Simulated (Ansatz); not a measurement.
The same path of FH₅O₃SZr (11 atoms, charge 0, multiplicity 1) was run twice with different band settings. Lost on the way: S9–H11. Made: F2–H11.

Theory: Ansatz 0.2.0, RKS B3LYP-D4/def2-SVP.

Relaxed end points:

```xyz
11
Properties=species:S:1:pos:R:3
Zr -0.085 -0.126 0.219
F -0.193 -0.176 2.163
O 1.736 -0.299 -0.497
H 2.222 -0.891 -1.080
O -1.190 1.230 -0.609
H -1.604 1.913 -1.137
O -0.894 -1.803 -0.281
H -1.480 -2.515 -0.538
S 1.437 2.406 1.281
H 2.589 1.702 1.271
H 1.159 2.071 2.561
```

```xyz
11
Properties=species:S:1:pos:R:3
Zr 0.112 0.216 0.035
F 1.180 -0.642 2.049
O 1.739 -0.389 -0.793
H 2.451 -0.822 -1.267
O -0.687 1.303 -1.328
H -1.165 1.851 -1.951
O -1.249 -1.066 0.481
H -1.778 -1.854 0.617
S 0.429 2.068 1.867
H 1.545 2.557 1.272
H 1.122 0.291 2.370
```

Common settings: movable images 5; climbing image yes; spring 5.0 eV/Å²; optimiser quadratic models (default); force threshold 0.05 eV/Å; iteration limit 60; end points relaxed.

| run | start path |
| --- | --- |
| 1 | through a guess of the saddle point |
| 2 | straight line |

(1) What does each run give, and how far can it be trusted?

Results:

(1) Run 1: converged after 18 iterations, highest image 0.764 eV above the first end. A vibrational analysis at the climbing image gives one clearly imaginary mode, 329i cm⁻¹, and a faint second one (29i cm⁻¹) that may be numerical noise or a soft torsion: probably a first-order saddle point.
Run 2: converged after 16 iterations, highest image 0.761 eV above the first end. The order of the point at the top wasn't checked.
The orbitals stay closed-shell, which can raise the energy where a bond breaks towards radicals; this wasn't checked here.
